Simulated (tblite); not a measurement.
C₅H₉FOSi.
SMILES with atom numbers: `[F:1][CH2:2][O:3][C:4]1=[CH:5][CH2:6][SiH2:7][CH2:8]1` (hydrogens: H9, H10 on C2; H11 on C5; H12, H13 on C6; H14, H15 on Si7; H16, H17 on C8)

Cartesian coordinates in Å at the GFN2-xTB level; atoms count from 1:
```
atom  x, y, z in Å
F1     3.0675    0.3593    0.0738
C2     2.5503   -0.8986    0.3143
O3     1.4256   -1.1308   -0.4160
C4     0.2574   -0.4359   -0.1032
C5    -0.7698   -0.4882   -0.9406
C6    -2.0286    0.2427   -0.5825
Si7   -1.6167    1.1044    1.0673
C8     0.1356    0.3526    1.1668
H9     3.3090   -1.6162   -0.0188
H10    2.4049   -0.9549    1.4044
H11   -0.7178   -1.0434   -1.8635
H12   -2.2970    0.9376   -1.3799
H13   -2.8598   -0.4605   -0.5018
H14   -2.4631    0.6683    2.1818
H15   -1.5846    2.5659    0.9816
H16    0.9192    1.1093    1.2223
H17    0.2610   -0.2998    2.0335
```

Level: GFN2-xTB in tblite, geometry and Hessian alike; calculated harmonic values, unscaled, isolated species. Against measured fundamentals such values can be off by several per cent, at times by over 20. Modes of hydrogen on silicon can be 10 to 20 % off. One conformer, not necessarily the lowest.

Harmonic wavenumbers (cm⁻¹): 35.5, 74.7, 105.7, 221.3, 244.5, 366.8, 404.0, 442.8, 457.1, 523.0, 555.7, 573.1, 650.2, 738.2, 751.6, 773.8, 774.8, 791.4, 841.9, 872.7, 938.5, 1041.5, 1049.8, 1093.5, 1103.0, 1113.5, 1157.2, 1219.4, 1236.1, 1241.5, 1285.3, 1329.6, 1427.4, 1464.1, 1468.5, 1726.1, 2244.7, 2258.1, 2877.9, 2951.0, 2953.2, 2954.6, 2979.1, 2985.5, 3100.4.

A = 3592, B = 998.3, C = 851.9 MHz; mass 132.041 u (most abundant isotopes); point group C1, symmetry number 1.

Question: Zero-point energy?

Answer: ½Σν̃ = 27699 cm⁻¹ = 331.36 kJ/mol.

Question: Entropy at 200 K, 1 bar (ideal gas, RRHO, classical rotation)?

Answer: Translation 161.46, rotation 116.54, vibration 65.51: S = 343.5 J/(mol K).

Question: And Cp and H(200 K) − H(0)?

Answer: Cp = 105.43 J/(mol K), of which vibrations give 72.18 (their classical limit is 45 R = 374.2); H(200 K) − H(0) = 13.56 kJ/mol without the zero-point energy, 6.91 from vibrations.

Question: Blend soft modes into free rotors: weight 1/[1 + (100 cm⁻¹/ν̃)⁴] for the oscillator and the rest for a rotor with moment μB/(μ + B), μ = h/(8π²ν), B = 10⁻⁴⁴ kg m². What vibrational entropy results?

Answer: 58.74 J/(mol K) in place of 65.51, which changes −T·S at 200 K by +1.35 kJ/mol.

Question: What must be added to the electronic energy to get the Gibbs energy at 200 K and 1 bar?

Answer: ZPE + [H(200 K) − H(0)] − T·S = 331.36 + 13.56 − 68.70 = 276.22 kJ/mol.

Hindered rotation and anharmonicity are outside this model. Other conformers, if any are populated, would add a mixing term that is left out. The structure is chiral; the term R ln 2 for an equal mix with its mirror image is left out.
